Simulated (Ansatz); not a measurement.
Potential energy curve for BeH (cation, charge +1), singlet.

Level of theory: full CI/cc-pVQZ, frozen core (Ansatz, a quantum-chemistry and plane-wave program).

Q: Relative to R = 1.31 Å, what are the energies at R = 1.38, 1.43, 1.66, 3.27 Å?

A: 1.2 mEh at 1.38 Å, 3.4 mEh at 1.43 Å, 21.8 mEh at 1.66 Å, 111.4 mEh at 3.27 Å.
